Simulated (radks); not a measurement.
Spherical jellium clusters: N electrons in a uniform positive sphere of charge N and radius rs N^(1/3), rs = 2.31 bohr. Method: non-relativistic Kohn-Sham, LDA (Slater exchange, Perdew-Wang correlation), spin-polarised, spherical densities; computed with a radial shooting solver with Libxc functionals. Levels are named by radial order and angular momentum (1s, 1p, 1d, 2s, ...), and open shells are averaged over m.

N = 16, configuration 1s2 1p6 1d(up 5, down 3). This is the lowest configuration that the search found. Occupied and some empty levels:

| level | occupation | eigenvalue (eV) | <r> (bohr) |
|---|---|---|---|
| 1s up | 1 | -10.137 | 3.530 |
| 1s down | 1 | -9.8968 | 3.483 |
| 1p up | 3 | -7.3214 | 4.451 |
| 1p down | 3 | -7.0120 | 4.445 |
| 1d up | 5 | -4.1961 | 5.252 |
| 1d down | 3 | -3.8833 | 5.288 |
| 2s up | 0 | -3.6598 | 5.053 |
| 2s down | 0 | -3.4826 | 5.116 |
| 2p up | 0 | -1.0570 | 7.629 |
| 1f up | 0 | -1.0227 | 6.376 |
| 2p down | 0 | -0.93682 | 7.851 |
| 1f down | 0 | -0.76758 | 6.539 |

Energy (eV): total -12.1899, kinetic 73.010, external -1375.4, Hartree 661.57, exchange-correlation -89.435, background 718.05.

Electron density:

| r (bohr) | n(r) (e/bohr^3) |
|---|---|
| 0.450 | 0.01111 |
| 0.952 | 0.01224 |
| 1.45 | 0.01407 |
| 1.96 | 0.01636 |
| 2.46 | 0.01869 |
| 2.96 | 0.02044 |
| 3.46 | 0.02100 |
| 3.96 | 0.01996 |
| 4.46 | 0.01728 |
| 4.96 | 0.01350 |
| 5.47 | 0.009468 |
| 5.97 | 0.006015 |
| 6.47 | 0.003564 |
| 6.97 | 0.002017 |
| 7.47 | 0.001111 |
| 7.97 | 0.0005994 |
| 8.48 | 0.0003193 |
| 8.98 | 0.0001689 |
| 9.48 | 0.00008880 |
| 9.98 | 0.00004655 |
